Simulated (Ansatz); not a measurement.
Mulliken charges of FH$_{4}$N$_{2}$SV, SMILES `[NH2][V]([NH2])([F])=[S]` from PBE/def2-TZVPP in Ansatz (PBE0-D4/def2-TZVP geometry).

```csv
atom,x (Å),y (Å),z (Å),charge (e)
N1,-1.189,0.785,-0.601,-0.419
V2,0.416,-0.047,-0.455,0.787
N3,0.629,-0.805,1.179,-0.419
F4,0.479,-1.315,-1.650,-0.329
S5,1.836,1.339,-0.670,-0.285
H6,-2.060,0.295,-0.440,0.154
H7,-1.337,1.767,-0.771,0.179
H8,1.335,-0.569,1.859,0.179
H9,-0.020,-1.496,1.532,0.154
```

Q: By hand: the dipole of these point charges (1 e Å = 4.8032 D).

A: Σ q r = (-0.439, 0.052, 0.496) e Å, of length 0.664 e Å = 3.19 D.

Q: How does the dipole of the full density compare? (An estimate is asked.)

A: Ansatz gave: (-0.542, -0.006, 0.552) e Å, 3.72 D; the point charges give 0.86 times that, at 6° from its direction.

Point charges leave out the atoms' own dipoles, such as those of lone pairs, and Mulliken's split depends on the basis, so the close match here is no proof of good charges.
